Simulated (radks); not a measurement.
Species: the ytterbium ion Yb60+. Configuration: [Ne]. Method: scalar-relativistic Kohn-Sham, SCAN, spin-polarised, spherical densities, finite nucleus; meta-GGA in the generalised Kohn-Sham scheme; Fermi nuclear charge, rms radius 5.3108 fm; computed with a radial shooting solver on a logarithmic mesh with Libxc functionals. Some entries of the table are withheld. Estimate them.

orbital,occ.,eigenvalue (eV),<r> (bohr),<1/r> (bohr^-1)
1s,2,(1),(2),(3)
2s,2,(4),0.08192,19.15
2p,6,(5),0.07263,(6)

Answer. 
(1) 1s eigenvalue (eV): -66390.09
(2) 1s <r> (bohr): 0.01965
(3) 1s <1/r> (bohr^-1): 80.67
(4) 2s eigenvalue (eV): -15183.47
(5) 2p eigenvalue (eV): -13989.91
(6) 2p <1/r> (bohr^-1): 17.54
